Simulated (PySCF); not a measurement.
Eu(SH)3 relaxed at several levels

Computed with PySCF 2.14.0, def2-SVP on the ligands, density fitting, scalar-relativistic core potentials, no spin-orbit coupling, vacuum. Each row is relaxed at its own level from the same template. Distances are means of the shortest metal–ligand contacts, charges and spins Mulliken's; removal energies are rigid, with the ligand's formal charge and no counterpoise, so too large; for an anion taken off a cation in vacuum most of it is the attraction of opposite charges, and multiply charged cations can part far more cheaply with an electron moved from ligand to metal. lcecp potentials hold a fixed number of 4f electrons in the core, out of states, spins and gaps.

```csv
level,basis on the metal,point group,M–SH (Å),charge on M (e),dipole (D),removal of one SH (eV),"strongest infrared band, degenerate modes summed (cm⁻¹)",unstable modes (below −25 cm⁻¹)
PBE0,lcecp-1-SVP with ECP52,nearly C3h,2.612,0.85,0.37,9.01,312,0
```

Task: What does the calculation give for TPSS, lcecp-1-SVP with ECP52?

Result: point group: C3, nearly C3h, M–SH (Å): 2.632, charge on M (e): 0.85, dipole (D): 0.33, removal of one SH (eV): 8.93, unstable modes (below −25 cm⁻¹): not given.
```xyz
7

Eu    0.0000    0.0000    0.9233
S     2.5997    0.4072    0.9797
H     2.9350   -0.9112    0.9842
S    -1.6525    2.0477    0.9797
H    -0.6784    2.9974    0.9842
S    -0.9472   -2.4550    0.9797
H    -2.2566   -2.0862    0.9842
```

Moved off a saddle point of the template and relaxed again: PBE0, TPSS. One start shape was tried for each, so a minimum needn't be the lowest isomer.
